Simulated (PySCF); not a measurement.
Computed shifts of a molecule C₃H₆OSe, PBE/pcSseg-1 (PySCF), GIAO, gas phase, equivalent atoms averaged, in ppm (number of nuclei): ¹³C: 203.7 (1), 31.5 (1), 23.5 (1). ¹H: 10.97 (1), 3.13 (1), 3.00 (1), 1.67 (3). References: ¹³C against TMS (σ = 182.0 ppm); ⁷⁷Se against Me2Se (σ = 1634.8 ppm); ¹⁷O against H2O (σ = 334.3 ppm); ¹H against TMS (σ = 31.49 ppm), references at their B3LYP-D3(BJ)/def2-TZVP geometries, non-relativistic. The structure is a stationary point at PBE0-D3(BJ)/def2-SVP. The values are those of a single conformer.

**Question.** Which structure fits?
(A) CC(=O)C[SeH]
(B) CC[Se]C=O
(C) C[Se]CC=O
(D) C[Se]C(C)=O

**Answer.** B, CC[Se]C=O
